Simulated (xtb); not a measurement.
xtb input:

```bash
xtb mol.xyz --gfn 2 --sp --chrg -1 --uhf 0
```
mol.xyz:
```
3

In     0.00000000     0.00000000     0.00000000
O     -0.00000000    -0.00000000    -1.87774827
O      0.00000000     0.00000000     1.87774827
```

Q: What final total energy does it print?

A: -9.51725 Eh (GFN2-xTB).

This state (charge -1, singlet) is run at the relaxed geometry of the species with charge 0 and multiplicity 2.
